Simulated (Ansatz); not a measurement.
CH8OSi2, SMILES C[SiH2]O[SiH3].

The structure is a stationary point at PBE0-D3(BJ)/def2-SVP. Other conformers were not sampled.

Two levels are set side by side: PBE/def2-TZVPD (Ansatz, an electronic-structure program) and PBE0/def2-TZVPD (Ansatz). Energy differences of separate SCF runs at the same geometry; the states with an electron removed or added have multiplicity 2 and 2. Differences are taken from unrounded values.

```csv
quantity,PBE0,PBE,PBE minus PBE0
vertical ionisation energy (eV),10.45,9.95,-0.49
vertical singlet–triplet gap (eV),6.69,6.05,-0.64
```
